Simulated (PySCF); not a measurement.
# Highest orbital energy against ionisation energy along the 5p block

Calculated with PySCF 2.14, no spin-orbit coupling. Each cell gives −ε(HOMO) / ΔSCF in eV; NIST values include spin-orbit coupling, (s) semi-empirical, (t) theoretical.

| species | UHF | LDA | PBE | PBE0 | r2SCAN | NIST (lowest levels) |
| --- | --- | --- | --- | --- | --- | --- |
| In²⁺ (def2-TZVPPD with the def2 core potential (28 electrons), ECP) | 26.769 / 26.626 | 24.661 / 29.091 | 24.240 / 28.657 | 25.047 / 28.277 | 24.501 / 28.378 | 28.044 |
| Sn²⁺ (def2-TZVPPD with the def2 core potential (28 electrons), ECP) | 28.790 / 28.541 | 26.633 / 31.300 | 26.179 / 30.807 | 27.068 / 30.436 | 26.381 / 30.474 | 30.506 |
| Sb²⁺ (def2-TZVPPD with the def2 core potential (28 electrons), ECP) | 24.431 / 24.143 | 20.580 / 24.932 | 20.493 / 24.712 | 21.652 / 24.746 | 20.877 / 24.877 | 25.323 |
| Te²⁺ (def2-TZVPPD with the def2 core potential (28 electrons), ECP) | 27.346 / 26.969 | 23.062 / 27.713 | 22.977 / 27.492 | 24.263 / 27.561 | 23.426 / 27.701 | 27.84 ± 0.04 |
| I²⁺ (def2-TZVPPD with the def2 core potential (28 electrons), ECP) | 30.347 / 29.891 | 25.568 / 30.516 | 25.500 / 30.313 | 26.925 / 30.430 | 26.037 / 30.608 | 29.57 ± 0.025 |
| Xe²⁺ (def2-TZVPPD with the def2 core potential (28 electrons), ECP) | 30.048 / 29.382 | 25.889 / 30.826 | 25.719 / 30.489 | 27.076 / 30.513 | 26.066 / 30.530 | 31.05 ± 0.04 (s) |

Task: How far is −ε(HOMO) from ΔSCF on average for each method, and why?

Result: UHF 0.36 eV; LDA -4.66 eV; PBE -4.56 eV; PBE0 -3.32 eV; r2SCAN -4.21 eV. Hartree-Fock orbital energies lack relaxation and so exceed the ΔSCF value; semilocal functionals have convex E(N) from self-interaction, so their HOMO lies far too high; exact exchange moves hybrids part of the way back.
